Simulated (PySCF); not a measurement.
Isomers of C3H12BN.

All values: PBE0/def2-SVPD (PySCF) at PBE0-D3(BJ)/def2-SVP geometries, gas phase, one conformer each. Core orbitals are frozen in the response; Δα² is half the sum of the squared differences of the principal polarisabilities.

(1) Rank by polarisability anisotropy Δα, lowest first.
A. `[CH3:1][CH:2]([CH3:3])[BH2-:4][NH3+:5]` with C1–C2–B4–N5 59°
B. `[CH3:1][CH2:2][CH2:3][BH2-:4][NH3+:5]` with C1–C2–C3–B4 178°, C2–C3–B4–N5 65°
C. `[CH3:1][BH2-:2][NH2+:3][CH2:4][CH3:5]` with C1–B2–N3–C4 180°, B2–N3–C4–C5 180°

(2) Rank by dipole moment, highest first.
A. `[CH3:1][CH:2]([CH3:3])[BH2-:4][NH3+:5]` with C1–C2–B4–N5 59°
B. `[BH3-:1][NH2+:2][CH2:3][CH2:4][CH3:5]` with B1–N2–C3–C4 178°, N2–C3–C4–C5 63°
C. `[CH3:1][CH2:2][CH2:3][BH2-:4][NH3+:5]` with C1–C2–C3–B4 178°, C2–C3–B4–N5 65°
D. `[CH3:1][BH2-:2][NH2+:3][CH2:4][CH3:5]` with C1–B2–N3–C4 180°, B2–N3–C4–C5 180°

Answers

(1) A (1.53 Å³), B (2.11 Å³), C (2.44 Å³).

(2) B (5.86 D), D (5.32 D), A (5.10 D), C (4.87 D).

All values together:

```
           SMILES  μ (D)  HOMO (eV)  LUMO (eV)  α (Å³)  Δα (Å³)
  C[BH2-][NH2+]CC   5.32      -7.25       0.02   10.02     2.44
CC(C)[BH2-][NH3+]   5.10      -7.12      -0.24   10.08     1.53
  CCC[BH2-][NH3+]   4.87      -7.39      -0.20   10.10     2.11
  [BH3-][NH2+]CCC   5.86      -7.60       0.00    9.95     2.04
```

Conformers: `[CH3:1][BH2-:2][NH2+:3][CH2:4][CH3:5]` with C1–B2–N3–C4 180°, B2–N3–C4–C5 180°; `[CH3:1][CH:2]([CH3:3])[BH2-:4][NH3+:5]` with C1–C2–B4–N5 59°; `[CH3:1][CH2:2][CH2:3][BH2-:4][NH3+:5]` with C1–C2–C3–B4 178°, C2–C3–B4–N5 65°; `[BH3-:1][NH2+:2][CH2:3][CH2:4][CH3:5]` with B1–N2–C3–C4 178°, N2–C3–C4–C5 63°.
